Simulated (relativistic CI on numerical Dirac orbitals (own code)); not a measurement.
**Er²⁺: 4d photoemission**

Computed with this model: Dirac-Coulomb-Breit CI, orbitals from a KLI potential per configuration, model QED (radiative potential, 1s self-energy scaled to tabulated hydrogen-like ionisation energies), valence Slater integrals scaled by 0.8, multiplet model of photoemission in the sudden approximation; configurations [Xe] 4f12 → [Kr] 4d9 4f12 5s2 5p6; 80 K; Lorentzian 1.4 eV and Gaussian 0.6 eV FWHM. Energies are those of the free ion, without screening or charge transfer. The energies are binding energies and can lie tens of eV above those of solids. S is read from ⟨S²⟩ = S(S + 1).

Computed curve for free ion, scaled to 100 at the maximum (points under 2 are left out and the grid is thinned):

Energy (eV), Intensity and a bar:
```
    177.8        2.1 
    178.4        2.4 
    179.0        2.8 
    179.6        3.3 
    180.4        4.3 #
    181.0        5.4 #
    181.6        7.2 ##
    182.2       10.0 ###
    182.8       15.3 ####
    183.4       26.8 ########
    184.0       54.6 #################
    184.6       94.8 ##############################
    185.4       82.5 ##########################
    186.0       58.1 ##################
    186.6       48.7 ###############
    187.2       48.6 ###############
    187.8       52.6 ################
    188.4       68.5 #####################
    189.0       73.7 #######################
    189.8       47.2 ###############
    190.4       40.2 ############
    191.0       44.3 ##############
    191.6       50.8 ################
    192.2       50.2 ################
    192.8       53.1 #################
    193.4       43.9 ##############
    194.2       36.2 ###########
    194.8       34.9 ###########
    195.4       31.5 ##########
    196.0       35.0 ###########
    196.6       45.3 ##############
    197.2       64.8 ####################
    197.8       76.4 ########################
    198.4       58.7 ##################
    199.2       39.8 ############
    199.8       34.0 ##########
    200.4       41.0 #############
    201.0       50.4 ################
    201.6       44.0 ##############
    202.2       43.1 #############
    202.8       36.5 ###########
    203.6       23.1 #######
    204.2       24.8 #######
    204.8       29.2 #########
    205.4       38.6 ############
    206.0       37.9 ############
    206.6       22.7 #######
    207.2       15.6 ####
    208.0       13.5 ####
    208.6       13.8 ####
    209.2       20.4 ######
    209.8       37.2 ###########
    210.4       42.5 #############
    211.0       24.3 #######
    211.6       12.5 ###
    212.2        7.5 ##
    213.0        4.4 #
    213.6        3.2 
    214.2        2.5 
    214.8        2.1
```

The ground state has S = 0.99, and the centroid lies at 194.89 eV.
